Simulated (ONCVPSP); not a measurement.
Building the ONCV potential for Cr (LDA (Perdew-Zunger), scalar-relativistic).

ONCVPSP 4.0.1 was run on this input:

```
# ATOM AND REFERENCE CONFIGURATION
# atsym  z   nc   nv     iexc    psfile
  Cr 24.00    3    4        3      upf
#
#   n    l    f
    1    0    2.00
    2    0    2.00
    2    1    6.00
    3    0    2.00
    3    1    6.00
    3    2    4.00
    4    0    2.00
#
# PSEUDOPOTENTIAL AND OPTIMIZATION
# lmax
    3
#
#   l,   rc,      ep,       ncon, nbas, qcut
    0    1.65    0.00    4    7    9.40
    1    1.20    0.00    4    8   11.50
    2    1.80    0.00    3    8    7.80
    3    1.50    0.24    4    7    6.60
#
# LOCAL POTENTIAL
# lloc, lpopt,  rc(5),   dvloc0
    4    3    0.80    6.00
#
# VANDERBILT-KLEINMAN-BYLANDER PROJECTORs
# l, nproj, debl
    0    2    4.00
    1    2    1.10
    2    2    4.00
    3    1    1.20
#
# MODEL CORE CHARGE
# icmod, fcfact, rcfact
    3    4.50    1.60
#
# LOG DERIVATIVE ANALYSIS
# epsh1, epsh2, depsh
   -4.00    5.00    0.02
#
# OUTPUT GRID
# rlmax, drl
    6.00    0.01
#
# TEST CONFIGURATIONS
# ncnf
    4
# nvcnf
#   n    l    f
    4
    3    0    2.00
    3    1    6.00
    3    2    5.00
    4    0    1.00
#
    4
    3    0    2.00
    3    1    6.00
    3    2    5.00
    4    0    0.00
#
    4
    3    0    2.00
    3    1    6.00
    3    2    4.00
    4    0    0.00
#
    4
    3    0    2.00
    3    1    5.00
    3    2    5.00
    4    0    1.00
#
```

Command:

```bash
oncvpsp.x < Cr.dat > Cr.out
```

Output (shortened: citation, most of the input echo, consistency checks and plot data are left out):

```
ONCVPSP  (Optimized Norm-Conservinng Vanderbilt PSeudopotential)
scalar-relativistic version 4.0.1

#   n    l    f        energy (Ha)
    1    0    2.00    -2.1574182E+02
    2    0    2.00    -2.4620748E+01
    2    1    6.00    -2.0753754E+01
    3    0    2.00    -2.8488544E+00
    3    1    6.00    -1.8070269E+00
    3    2    4.00    -2.2862172E-01
    4    0    2.00    -1.8666265E-01

Reference configufation results
  iterations    28
  all-electron total energy (Ha)   -1.04847976D+03

Begin loop to  construct optimized pseudo wave functions
and semi-local pseudopoentials for all angular momenta

Calculating optimized projector #   1

 for l=   0

    Fraction of norm inside rc  0.970330
    Optimizing pswf for qcut=   9.40 a_B^-1,  ecut=  44.14 Ha
    Residual kinetic energy error=  2.91D-08 Ha

    Energy error per electron        Cutoff
         Ha          eV             Ha
         0.01000     0.27211       13.85
         0.00100     0.02721       22.90
         0.00010     0.00272       29.13
         0.00001     0.00027       34.02

Calculating optimized projector #   2

 for l=   0

    Fraction of norm inside rc  0.064739
    Optimizing pswf for qcut=   9.40 a_B^-1,  ecut=  44.14 Ha
    Residual kinetic energy error=  1.41D-08 Ha

    Energy error per electron        Cutoff
         Ha          eV             Ha
         0.01000     0.27211        5.73
         0.00100     0.02721       19.25
         0.00010     0.00272       27.07
         0.00001     0.00027       32.95

WARNING wellstate: negative energy specified for n= 4 l=  1
WARNING scattering state with energy  0.25000000
WARNING will be used for the first projector

   Wellstate for l =  1  n =  4
     eigenvalue =   0.2500
     asymptotic potential =   0.7500
     half-point radius =  3.3651

Calculating optimized projector #   1

 for l=   1

    Fraction of norm inside rc  0.769266
    Optimizing pswf for qcut=  11.51 a_B^-1,  ecut=  66.24 Ha
    Residual kinetic energy error=  1.44D-07 Ha

    Energy error per electron        Cutoff
         Ha          eV             Ha
         0.01000     0.27211       19.78
         0.00100     0.02721       25.34
         0.00010     0.00272       39.70
         0.00001     0.00027       52.49

Calculating optimized projector #   2

 for l=   1

    Fraction of norm inside rc  0.061727
    Optimizing pswf for qcut=  11.51 a_B^-1,  ecut=  66.24 Ha
    Residual kinetic energy error=  1.01D-07 Ha

    Energy error per electron        Cutoff
         Ha          eV             Ha
         0.01000     0.27211       16.10
         0.00100     0.02721       22.03
         0.00010     0.00272       27.73
         0.00001     0.00027       49.41

   Wellstate for l =  2  n =  6
     eigenvalue =   3.7714
     asymptotic potential =   4.2714
     half-point radius =  3.5733

Calculating optimized projector #   1

 for l=   2

    Fraction of norm inside rc  0.793555
    Optimizing pswf for qcut=   7.80 a_B^-1,  ecut=  30.43 Ha
    Residual kinetic energy error=  1.89D-05 Ha

    Energy error per electron        Cutoff
         Ha          eV             Ha
         0.01000     0.27211       21.16
         0.00100     0.02721       25.11
         0.00010     0.00272       28.12
         0.00001     0.00027       45.63

Calculating optimized projector #   2

 for l=   2

    Fraction of norm inside rc  0.157353
    Optimizing pswf for qcut=   7.80 a_B^-1,  ecut=  30.43 Ha
    Residual kinetic energy error=  5.94D-04 Ha

    Energy error per electron        Cutoff
         Ha          eV             Ha
         0.01000     0.27211       25.09
         0.00100     0.02721       29.81
         0.00010     0.00272       88.72
         0.00001     0.00027      158.21

   Wellstate for l =  3  n =  4
     eigenvalue =   0.2400
     asymptotic potential =   0.7400
     half-point radius = 11.5062

Calculating optimized projector #   1

 for l=   3

    Fraction of norm inside rc  0.000235
    Optimizing pswf for qcut=   6.60 a_B^-1,  ecut=  21.81 Ha
    Residual kinetic energy error=  6.30D-07 Ha

    Energy error per electron        Cutoff
         Ha          eV             Ha
         0.01000     0.27211        0.73
         0.00100     0.02721        1.65
         0.00010     0.00272        5.11
         0.00001     0.00027       12.43

Construct Vanderbilt / Kleinmman-Bylander projectors

B matrix Hermiticity error, ll=   0
   1   2    2.0926E-04

  Orthonormal projector coefficients  8.2437E+00  2.0687E+00

B matrix Hermiticity error, ll=   1
   1   2    2.1070E-04

  Orthonormal projector coefficients  2.9443E+00  9.5209E-01

B matrix Hermiticity error, ll=   2
   1   2    1.6801E-04

  Orthonormal projector coefficients -3.4850E+00 -1.8341E+00

Model core correction analysis
  based on d2Exc/dn_idn_j

d2excae - all-electron derivatives

   -4.021015D-02   -3.741370D-02   -2.663055D-02   -2.469481D-03
   -3.741390D-02   -3.569829D-02   -2.624189D-02   -3.056373D-03
   -2.663136D-02   -2.624260D-02   -2.360858D-02   -8.364306D-03
   -2.469476D-03   -3.056254D-03   -8.362235D-03   -2.773580D-02

d2excps - pseudofunction derivatives with no core correction

   -4.858420D-02   -4.189355D-02   -2.610104D-02   -3.190294D-03
   -4.189417D-02   -3.964820D-02   -2.757890D-02   -3.370323D-03
   -2.610107D-02   -2.757892D-02   -2.626440D-02   -8.189383D-03
   -3.190441D-03   -3.370192D-03   -8.187324D-03   -2.778598D-02

rms 2nd derivative error    2.940630E-03

rmatch, rhocmatch    0.4766   24.1907

Teter function model core charge with specified parameters

d2excps - pseudofunction derivatives with core correction

   -3.648712D-02   -3.449456D-02   -2.401524D-02   -2.376816D-03
   -3.449445D-02   -3.420082D-02   -2.579326D-02   -2.898807D-03
   -2.401499D-02   -2.579312D-02   -2.552349D-02   -8.070357D-03
   -2.376745D-03   -2.898634D-03   -8.068296D-03   -2.772998D-02

rms 2nd derivative error    1.787861E-03

Pseudoatom total energy  -85.735957

Diagnostic tests using Vanderbilt-Kleinman-Bylander pseudopotentials
  1 or more projectors used as specified by nproj input data

   l    rcore       rmatch      e in        delta e   norm test  slope test

   0   1.6540567   1.7042775  -2.8488544   0.0000028   1.0001530   1.0001369
   0   1.6540567   1.7042775  -0.1866626   0.0000022   1.0000240   1.0000186

   1   1.2046404   1.2412159  -1.8070269  -0.0000119   1.0001288   1.0001552
   1   1.2046404   1.2412159   0.2500000   0.0000153   1.0003005   1.0003005

   2   1.8093397   1.8642752  -0.2286217  -0.0000509   0.9999739   0.9998685
   2   1.8093397   1.8642752   3.7713783  -0.0003241   1.0000334   1.0000334

   3   1.5030821   1.5487190   0.2400000   0.0000325   1.0000024   1.0000024

 Testing for bound ghosts
   n   l    E NL Schr. Eq   E Basis Diag.   E Cutoff

   1   0       -2.848852       -2.848743     69.66
   2   0       -0.186660       -0.127140     69.66

   2   1       -1.807039       -1.806658    208.66

   3   2       -0.228673       -0.227151    105.30

 Testing for highly-localized positive-energy ghosts
       l    <radius>/rc     E Basis Diag.   E Cutoff

Test configuration 0

   n   l     f        eae           eps        diff
   1   0  2.0000 -215.74182239
   2   0  2.0000  -24.62074832
   2   1  6.0000  -20.75375364
   3   0  2.0000   -2.84885440   -2.84885161    2.78D-06
   3   1  6.0000   -1.80702687   -1.80703881   -1.19D-05
   3   2  4.0000   -0.22862172   -0.22867264   -5.09D-05
   4   0  2.0000   -0.18666265   -0.18666045    2.19D-06

    Total energies and differences
      AE_ref= -1.04847976D+03  AE_tst= -1.04847976D+03  dif=  0.00D+00
      PS_ref= -8.57359573D+01  PS_tst= -8.57359573D+01  dif= -2.84D-14
      PSP excitation error=  2.84D-14

Test configuration 1

   n   l     f        eae           eps        diff
   1   0  2.0000 -215.59853246
   2   0  2.0000  -24.45597452
   2   1  6.0000  -20.59110552
   3   0  2.0000   -2.70327550   -2.70449262   -1.22D-03
   3   1  6.0000   -1.66652664   -1.66640510    1.22D-04
   3   2  5.0000   -0.11505606   -0.11612558   -1.07D-03
   4   0  1.0000   -0.15429491   -0.15325315    1.04D-03

    Total energies and differences
      AE_ref= -1.04847976D+03  AE_tst= -1.04847765D+03  dif=  2.11D-03
      PS_ref= -8.57359573D+01  PS_tst= -8.57353156D+01  dif=  6.42D-04
      PSP excitation error=  1.46D-03

Test configuration 2

   n   l     f        eae           eps        diff
   1   0  2.0000 -215.86007584
   2   0  2.0000  -24.70777639
   2   1  6.0000  -20.84379166
   3   0  2.0000   -2.96327473   -2.96572897   -2.45D-03
   3   1  6.0000   -1.92781314   -1.92825339   -4.40D-04
   3   2  5.0000   -0.37346507   -0.37542035   -1.96D-03

    Total energies and differences
      AE_ref= -1.04847976D+03  AE_tst= -1.04821523D+03  dif=  2.65D-01
      PS_ref= -8.57359573D+01  PS_tst= -8.54743235D+01  dif=  2.62D-01
      PSP excitation error=  2.89D-03

Test configuration 3

   n   l     f        eae           eps        diff
   1   0  2.0000 -216.38539319
   2   0  2.0000  -25.24832620
   2   1  6.0000  -21.38272463
   3   0  2.0000   -3.48327887   -3.48714755   -3.87D-03
   3   1  6.0000   -2.44157331   -2.44404978   -2.48D-03
   3   2  4.0000   -0.85044181   -0.85266037   -2.22D-03

    Total energies and differences
      AE_ref= -1.04847976D+03  AE_tst= -1.04761464D+03  dif=  8.65D-01
      PS_ref= -8.57359573D+01  PS_tst= -8.48709986D+01  dif=  8.65D-01
      PSP excitation error=  1.63D-04

Test configuration 4

   n   l     f        eae           eps        diff
   1   0  2.0000 -216.22164765
   2   0  2.0000  -24.99385718
   2   1  6.0000  -21.13896692
   3   0  2.0000   -3.18965497   -3.21519167   -2.55D-02
   3   1  5.0000   -2.14631840   -2.16296053   -1.66D-02
   3   2  5.0000   -0.55196821   -0.55560336   -3.64D-03
   4   0  1.0000   -0.43515231   -0.43514091    1.14D-05

    Total energies and differences
      AE_ref= -1.04847976D+03  AE_tst= -1.04658619D+03  dif=  1.89D+00
      PS_ref= -8.57359573D+01  PS_tst= -8.38353620D+01  dif=  1.90D+00
      PSP excitation error= -7.02D-03
```

The run took about 4.6 s on one core of a shared server CPU.
